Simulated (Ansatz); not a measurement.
CH₄OSSi (`SC1O[SiH2]1`). The species carries charge 0 and has multiplicity 1.

```xyz
8

S    -0.1357   -1.4904    1.2708
C    -0.0472    0.1331    0.5743
O    -1.0265    0.4671   -0.4714
Si    0.4918    0.3774   -1.1379
H    -1.2116   -1.2909    2.0558
H     0.0377    0.9296    1.3095
H     1.1053    1.6456   -1.5839
H     0.7861   -0.7715   -2.0172
```

**Question.** List the harmonic frequencies (cm⁻¹, unscaled) at PBE0-D4/def2-TZVP in Ansatz. (Best estimate.)

**Answer.** Computed: 194, 280, 365, 487, 615, 650, 710, 766, 823, 916, 948, 1039, 1107, 1259, 2264, 2285, 2670, 3142.

**Question.** Is this a minimum?

**Answer.** Yes, all 18 modes are real.

**Question.** Give the ideal-gas thermochemistry at 298.15 K and 1 bar (rigid rotor, harmonic oscillator; point group C1, symmetry number 1).

**Answer.** Zero-point energy 122.7 kJ/mol; H(298) − E = 138.7 kJ/mol; entropy 304.0 J/(mol·K), of which translation 165.3, rotation 107.5, vibration 31.2; G(298) − E = 48.1 kJ/mol.

**Question.** And at 400, 500, 600, 800 and 1000 K?

**Answer.** 
```json
{"T (K)": "400", "H − E (kJ/mol)": "148.3", "S (J/mol/K)": "331.3", "G − E (kJ/mol)": "15.7"}
{"T (K)": "500", "H − E (kJ/mol)": "159.1", "S (J/mol/K)": "355.6", "G − E (kJ/mol)": "-18.6"}
{"T (K)": "600", "H − E (kJ/mol)": "171.2", "S (J/mol/K)": "377.5", "G − E (kJ/mol)": "-55.3"}
{"T (K)": "800", "H − E (kJ/mol)": "197.9", "S (J/mol/K)": "415.8", "G − E (kJ/mol)": "-134.8"}
{"T (K)": "1000", "H − E (kJ/mol)": "227.0", "S (J/mol/K)": "448.2", "G − E (kJ/mol)": "-221.2"}
```
